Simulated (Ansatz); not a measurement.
The same ligand exchange along the group F, Cl, Br, I.

Program: Ansatz. Geometries: PBE0-D4/def2-TZVP. ΔE: electronic, gas phase. CCSD(T)/CBS adds triple-zeta CCSD(T) − MP2 to the extrapolated MP2 energy (def2 sets, frozen cores). This one scheme is used for every species. DFT in def2-TZVPP. Elements past krypton have def2 core potentials. For Br, Ge, I, Se outer-core shells are correlated without core-valence functions, which leaves a few kJ/mol of doubt a bond. Scalar relativity is left out up to krypton. One conformer a species, not always the lowest.

```csv
reaction,B2PLYP (eV),ωB97X-V (eV),revPBE-D4 (eV),PBE-D4 (eV)
`[CH3][GeH2][F]` + `C[SeH]` → `[CH3][GeH2][Se]C` + H–F,0.13,0.13,-0.04,-0.02
`[CH3][GeH2][Cl]` + `C[SeH]` → `[CH3][GeH2][Se]C` + HCl,0.24,0.25,0.15,0.16
`[CH3][GeH2][Br]` + `C[SeH]` → `[CH3][GeH2][Se]C` + HBr,0.33,0.33,0.23,0.25
`[CH3][GeH2][I]` + `C[SeH]` → `[CH3][GeH2][Se]C` + HI,0.33,0.33,0.26,0.28
```

**Question.** Give the CCSD(T)/CBS values in the same order. (An estimate is asked.)

**Answer.** Ansatz gave: -0.03, 0.17, 0.27, 0.31 eV.

Largest T1 diagnostic: 0.011, for `[CH3][GeH2][F]`.
